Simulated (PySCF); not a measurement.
C3H7ClSi, SMILES Cl[SiH2]C1CC1.

Geometry optimised at PBE-D3(BJ)/def2-SVP. The structure was generated by enumeration, and PubChem lists no compound with its InChIKey, so it may never have been made. Other conformers were not sampled.

All values below come from TDA-CAM-B3LYP/def2-SVPD run with PySCF 2.14.0.

Vertical excitations. 

```json
[
 {"state": "S1", "energy (eV)": "7.48", "λ (nm)": "166", "f": "0.024", "main pairs": "HOMO→LUMO 85 %"},
 {"state": "S2", "energy (eV)": "7.59", "λ (nm)": "163", "f": "0.015", "main pairs": "HOMO−1→LUMO 68 %, HOMO−2→LUMO 19 %"},
 {"state": "S3", "energy (eV)": "8.10", "λ (nm)": "153", "f": "0.065", "main pairs": "HOMO−2→LUMO 44 %, HOMO→LUMO+1 20 %, HOMO−1→LUMO 16 %"},
 {"state": "S4", "energy (eV)": "8.12", "λ (nm)": "153", "f": "0.009", "main pairs": "HOMO→LUMO+1 59 %, HOMO−2→LUMO 16 %"},
 {"state": "S5", "energy (eV)": "8.33", "λ (nm)": "149", "f": "0.020", "main pairs": "HOMO−1→LUMO+1 58 %"},
 {"state": "S6", "energy (eV)": "8.43", "λ (nm)": "147", "f": "0.011", "main pairs": "HOMO−3→LUMO 41 %, HOMO−2→LUMO+1 18 %, HOMO→LUMO+5 9 %"},
 {"state": "S7", "energy (eV)": "8.49", "λ (nm)": "146", "f": "0.058", "main pairs": "HOMO−2→LUMO+1 28 %, HOMO−3→LUMO 19 %, HOMO−1→LUMO+2 10 %, HOMO→LUMO+2 6 %"},
 {"state": "S8", "energy (eV)": "8.56", "λ (nm)": "145", "f": "0.032", "main pairs": "HOMO→LUMO+2 28 %, HOMO→LUMO+4 18 %, HOMO−3→LUMO+1 11 %, HOMO−2→LUMO+1 8 %"},
 {"state": "S9", "energy (eV)": "8.72", "λ (nm)": "142", "f": "0.033", "main pairs": "HOMO−1→LUMO+2 21 %, HOMO−1→LUMO+4 18 %, HOMO→LUMO+2 10 %, HOMO−2→LUMO+2 10 %"},
 {"state": "S10", "energy (eV)": "8.79", "λ (nm)": "141", "f": "0.012", "main pairs": "HOMO→LUMO+3 45 %, HOMO→LUMO+4 24 %"},
 {"state": "T1", "energy (eV)": "7.10", "λ (nm)": "175", "f": "0", "main pairs": "HOMO→LUMO 77 %"},
 {"state": "T2", "energy (eV)": "7.15", "λ (nm)": "173", "f": "0", "main pairs": "HOMO−1→LUMO 62 %, HOMO−2→LUMO 20 %"},
 {"state": "T3", "energy (eV)": "7.75", "λ (nm)": "160", "f": "0", "main pairs": "HOMO−2→LUMO 58 %, HOMO−1→LUMO 20 %"},
 {"state": "T4", "energy (eV)": "7.85", "λ (nm)": "158", "f": "0", "main pairs": "HOMO→LUMO+1 50 %, HOMO−1→LUMO+1 14 %"}
]
```
Triplets are in the Tamm–Dancoff approximation.
